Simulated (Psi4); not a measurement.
Cl2O2W, triplet, geometry from GFN2-xTB (such geometries of metal compounds can be far from the true shape) (the multiplicity is a formal guess) (core potentials on W).

Here is a job for Psi4.
```
memory 2 GB

molecule mol {
0 3
W     0.374338   -0.074154    0.122705
O     1.492717   -0.628278   -1.013929
O     0.748204    0.184364    1.748483
Cl   -0.979501    1.605419   -0.736271
Cl   -1.704522   -1.073729   -0.143527
}

set {
  basis def2-svpd
  reference uks
}

energy('b3lyp5')
print_variables()
```

Q: What total energy does B3LYP5/def2-SVPD (Psi4) give?

A: -1137.4353 Eh

Q: Predict the dipole moment from B3LYP5/def2-SVPD.

A: 2.91 D

Q: Estimate the nuclear repulsion energy that B3LYP5/def2-SVPD returns for this input.

A: 330.0705 Eh

These values belong to the state on which the SCF converged, which isn't shown to be the lowest.
